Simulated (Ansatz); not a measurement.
`c1csc(-c2cnc(-c3cnc(-c4cncs4)s3)s2)n1`: single points at one geometry.

```yaml
crystal:
  periodic: [false, false, false]
  atoms:
    - {symbol: C, position_ang: [6.548019, -0.673579, -0.233443]}
    - {symbol: C, position_ang: [6.728302, 0.457887, 0.543419]}
    - {symbol: S, position_ang: [5.192979, 1.138585, 0.953422]}
    - {symbol: C, position_ang: [4.410968, -0.162695, 0.041872]}
    - {symbol: C, position_ang: [2.973845, -0.268016, -0.078740]}
    - {symbol: C, position_ang: [2.262806, -1.250554, -0.770670]}
    - {symbol: N, position_ang: [0.911413, -1.144356, -0.745526]}
    - {symbol: C, position_ang: [0.518559, -0.093724, -0.044737]}
    - {symbol: C, position_ang: [-0.856970, 0.277609, 0.160289]}
    - {symbol: C, position_ang: [-1.419088, 1.343214, 0.865926]}
    - {symbol: N, position_ang: [-2.773008, 1.416527, 0.868381]}
    - {symbol: C, position_ang: [-3.306912, 0.422491, 0.173878]}
    - {symbol: C, position_ang: [-4.727048, 0.234765, -0.003584]}
    - {symbol: C, position_ang: [-5.431632, -0.746649, -0.699943]}
    - {symbol: N, position_ang: [-6.791494, -0.642004, -0.674115]}
    - {symbol: C, position_ang: [-7.157627, 0.404458, 0.029235]}
    - {symbol: S, position_ang: [-5.859490, 1.350142, 0.717065]}
    - {symbol: S, position_ang: [-2.132943, -0.686934, -0.539182]}
    - {symbol: S, position_ang: [1.849157, 0.852290, 0.644553]}
    - {symbol: N, position_ang: [5.256494, -1.014089, -0.508962]}
    - {symbol: H, position_ang: [7.370172, -1.290503, -0.625214]}
    - {symbol: H, position_ang: [7.663702, 0.915289, 0.886861]}
    - {symbol: H, position_ang: [2.759046, -2.069087, -1.310175]}
    - {symbol: H, position_ang: [-0.828831, 2.101994, 1.402151]}
    - {symbol: H, position_ang: [-4.955836, -1.573606, -1.248909]}
    - {symbol: H, position_ang: [-8.204563, 0.700537, 0.196146]}
basis:
  gaussian: {orbitals: def2-TZVP, fitting: {mean_field: def2-universal-jkfit}, initial_orbitals: start.molden}
hamiltonian: {xc: {name: BLYP}, dispersion: d4}
scf: {omitted_lower_state_checks: [starts]}
output: {forces: true, orbitals: {seedname: orbitals}}
```

The file start.molden holds the orbitals of an earlier run on this structure, at another level or in another basis.

```sh
$ ansatz run in.yaml --threads 2 --pin off --events-out ev --progress --plain --max-ram 32768MiB --backend cuda --devices 0, --max-vram 18GiB
```

Output, abridged:

```
Functional definition: BLYP
1828 factors; integrals over basis functions are off by at most 4.0e-1 eV
mean field evaluation 1: about -61843.5213 eV, gradient 3.1e1 eV
mean field evaluation 2: about -61844.4865 eV, gradient 9.0e-1 eV
mean field evaluation 4: about -61844.4828 eV, gradient 3.0e-1 eV
mean field evaluation 8: about -61844.4830 eV, gradient 1.4e-5 eV
mean field -61844.48297481 eV, -2272.7428296280 hartree, gradient 1.4e-5 eV, S^2 0.000000; 0 other end points of the search recorded, 0 dependent functions left out
reference -61844.48361897 eV, -2272.7428533005 hartree; 85, 85 occupied and 595, 595 virtual orbitals, 1828 factors
Total energy: -61847.20380094 eV, -2272.8428181440 hartree
Atom 0 at     6.548019    -0.673579    -0.233443 Å, force     0.575915     0.087182     0.084154 eV/Å
Atom 1 at     6.728302     0.457887     0.543419 Å, force     0.370816    -0.073553    -0.042165 eV/Å
Atom 2 at     5.192979     1.138585     0.953422 Å, force     0.023986    -0.055453    -0.032671 eV/Å
Atom 3 at     4.410968    -0.162695     0.041872 Å, force    -0.281552     0.037847     0.012838 eV/Å
Atom 4 at     2.973845    -0.268016    -0.078740 Å, force     0.041556    -0.252388    -0.167037 eV/Å
Atom 5 at     2.262806    -1.250554    -0.770670 Å, force     0.554235    -0.092696    -0.049344 eV/Å
Atom 6 at     0.911413    -1.144356    -0.745526 Å, force    -0.109282     0.014462     0.008747 eV/Å
Atom 7 at     0.518559    -0.093724    -0.044737 Å, force    -0.240533     0.188698     0.120818 eV/Å
Atom 8 at    -0.856970     0.277609     0.160289 Å, force     0.077390     0.118567     0.086781 eV/Å
Atom 9 at    -1.419088     1.343214     0.865926 Å, force     0.577827     0.029416     0.034575 eV/Å
Atom 10 at    -2.773008     1.416527     0.868381 Å, force    -0.102924     0.006808     0.003816 eV/Å
Atom 11 at    -3.306912     0.422491     0.173878 Å, force    -0.235170    -0.172035    -0.126425 eV/Å
Atom 12 at    -4.727048     0.234765    -0.003584 Å, force     0.048401    -0.098689    -0.081299 eV/Å
Atom 13 at    -5.431632    -0.746649    -0.699943 Å, force     0.573679    -0.112023    -0.044506 eV/Å
Atom 14 at    -6.791494    -0.642004    -0.674115 Å, force    -0.145166    -0.006596    -0.007107 eV/Å
Atom 15 at    -7.157627     0.404458     0.029235 Å, force    -0.499841     0.230596     0.128922 eV/Å
Atom 16 at    -5.859490     1.350142     0.717065 Å, force    -0.087497    -0.056913    -0.028133 eV/Å
Atom 17 at    -2.132943    -0.686934    -0.539182 Å, force    -0.051795     0.041611     0.024739 eV/Å
Atom 18 at     1.849157     0.852290     0.644553 Å, force    -0.010537    -0.045522    -0.032740 eV/Å
Atom 19 at     5.256494    -1.014089    -0.508962 Å, force    -0.084913    -0.007127    -0.007936 eV/Å
Atom 20 at     7.370172    -1.290503    -0.625214 Å, force    -0.335190     0.228799     0.144113 eV/Å
Atom 21 at     7.663702     0.915289     0.886861 Å, force    -0.370070    -0.201417    -0.150465 eV/Å
Atom 22 at     2.759046    -2.069087    -1.310175 Å, force    -0.242885     0.309676     0.202612 eV/Å
Atom 23 at    -0.828831     2.101994     1.402151 Å, force    -0.258872    -0.285503    -0.202421 eV/Å
Atom 24 at    -4.955836    -1.573606    -1.248909 Å, force    -0.216481     0.319639     0.210727 eV/Å
Atom 25 at    -8.204563     0.700537     0.196146 Å, force     0.428902    -0.153387    -0.090592 eV/Å
Dipole moment:     0.505528     0.358291     0.261456 e Å
Checks for a lower state left out: starts
```

Run time 7.5 s (2 threads of AMD EPYC 7R13 on a shared host and a share (18 GiB) of an NVIDIA H100 80GB HBM3).

The first input with `hamiltonian: {xc: pbe, dispersion: d4}` (abridged; 9 s):

```
Functional definition: PBE
mean field -61810.56862254 eV, -2271.4965001702 hartree, gradient 1.0e-5 eV, S^2 0.000000
Total energy: -61811.82688216 eV, -2271.5427403582 hartree
Atom 0 force     0.231711     0.186939     0.140333 eV/Å
Atom 1 force     0.015889    -0.070910    -0.052626 eV/Å
Atom 2 force     0.158527    -0.401303    -0.263209 eV/Å
Atom 3 force    -0.044692     0.149337     0.096675 eV/Å
Atom 4 force    -0.117958    -0.115201    -0.079282 eV/Å
Atom 5 force     0.294339     0.100610     0.073081 eV/Å
Atom 6 force     0.029743     0.101510     0.072757 eV/Å
Atom 7 force     0.011130     0.174032     0.119601 eV/Å
Atom 8 force    -0.097339     0.035243     0.024085 eV/Å
Atom 9 force     0.290988    -0.129366    -0.083378 eV/Å
Atom 10 force     0.022103    -0.096024    -0.061726 eV/Å
Atom 11 force     0.009892    -0.186308    -0.127577 eV/Å
Atom 12 force    -0.111887     0.005498    -0.015743 eV/Å
Atom 13 force     0.299917     0.086802     0.082107 eV/Å
Atom 14 force     0.021420     0.075873     0.054920 eV/Å
Atom 15 force    -0.084291     0.206141     0.125883 eV/Å
Atom 16 force    -0.088226    -0.405298    -0.265399 eV/Å
Atom 17 force    -0.015601     0.372950     0.251106 eV/Å
Atom 18 force    -0.025611    -0.384423    -0.263758 eV/Å
Atom 19 force    -0.001446     0.114290     0.077551 eV/Å
Atom 20 force    -0.276255     0.184059     0.115685 eV/Å
Atom 21 force    -0.305022    -0.152063    -0.114647 eV/Å
Atom 22 force    -0.192584     0.241710     0.158118 eV/Å
Atom 23 force    -0.207434    -0.223893    -0.158762 eV/Å
Atom 24 force    -0.173350     0.251429     0.165594 eV/Å
Atom 25 force     0.356035    -0.121632    -0.071388 eV/Å
Dipole moment:     0.503862     0.343693     0.251443 e Å
Checks for a lower state left out: starts
```

First input, but with `hamiltonian: {xc: {name: B97M-V}}`, `output: {orbitals: {seedname: orbitals}}` (abridged; 11 s):

```
Functional definition: B97M-V
mean field -61839.52958498 eV, -2272.5607959092 hartree, gradient 1.9e-5 eV, S^2 0.000000
Total energy: -61839.52968835 eV, -2272.5607997080 hartree
Checks for a lower state left out: starts
```

As the first input, with `gaussian: {orbitals: def2-SVP, initial_orbitals: start.molden}`, `hamiltonian: {xc: pbe}`, `correlation: {method: rpa}` and without the key `output` (abridged; 13 s):

```
Functional definition: PBE
mean field -61775.45796489 eV, -2270.2062073003 hartree, gradient 4.2e-6 eV, S^2 0.000000
36 core orbitals not correlated: weight in the atoms' cores, before any rotation towards them, 1.000 or more for the frozen orbitals, at most 0.000 for the correlated occupied ones
Total energy: -61734.33119292 eV, -2268.6948263071 hartree
Checks for a lower state left out: starts
```

First input, but with `gaussian: {orbitals: STO-3G}`, `hamiltonian: {xc: hf}`, `output: {orbitals: {seedname: orbitals}}` (abridged; 6 s):

```
Functional definition: HF
mean field -60953.30805884 eV, -2239.9927555263 hartree, gradient 1.5e-5 eV, S^2 0.000000
Total energy: -60953.30805884 eV, -2239.9927555263 hartree
Checks for a lower state left out: starts
```

Geometry: PBE-D4/def2-SVP.

Correlated methods freeze 36 core orbitals. Single mean-field runs in def2-TZVP are fitted with def2-universal-jkfit. The restricted singlet is unstable towards broken spin symmetry in Hartree–Fock (as tested in another run); at HF/STO-3G this wasn't settled.
